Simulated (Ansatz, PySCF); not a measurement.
This PySCF input computes a CCSD(T)/cc-pVDZ energy:

```python
from pyscf import gto, scf, mp, cc as ccmod

mol = gto.M(
    atom='''
    B     0.86898149   -0.01908620    0.04804700
    C    -0.68042635    0.03011614   -0.00855566
    H     1.43617382   -0.96026324    0.51593106
    H     1.52837762    0.85392089   -0.43100645
    H    -1.10901199    1.03181344   -0.06663557
    H    -0.92833931   -0.45791073   -0.96767820
    H    -1.18954946   -0.55282617    0.76048813
    ''',
    basis='cc-pvdz',
    charge=0,
    spin=0,
    verbose=4,
)

mf = scf.RHF(mol)
mf.conv_tol = 1e-10
mf.max_cycle = 100
mf.kernel()
mp2 = mp.MP2(mf, frozen=2).run()
cc = ccmod.CCSD(mf, frozen=2)
cc.max_cycle = 100
cc.kernel()
et = cc.ccsd_t()
print(f'E(CCSD(T)) = {cc.e_tot + et:.9f}')
```

**Question.** Write an input for the same energy in Ansatz (a program for electronic structure) and say what it gives.

**Answer.** 
Ansatz 0.2 input:
```yaml
crystal:
  periodic: [false, false, false]
  atoms:
    - {symbol: B, position_ang: [0.86898149, -0.01908620, 0.04804700]}
    - {symbol: C, position_ang: [-0.68042635, 0.03011614, -0.00855566]}
    - {symbol: H, position_ang: [1.43617382, -0.96026324, 0.51593106]}
    - {symbol: H, position_ang: [1.52837762, 0.85392089, -0.43100645]}
    - {symbol: H, position_ang: [-1.10901199, 1.03181344, -0.06663557]}
    - {symbol: H, position_ang: [-0.92833931, -0.45791073, -0.96767820]}
    - {symbol: H, position_ang: [-1.18954946, -0.55282617, 0.76048813]}
basis:
  gaussian:
    orbitals: cc-pVDZ
magnetization: {spin_polarized: false}
correlation: {method: ccsd_t, electrons: outside_noble_gas}
```
It gives -65.72365 Eh, and PySCF -65.72365 Eh, a difference of 0.00 mEh.
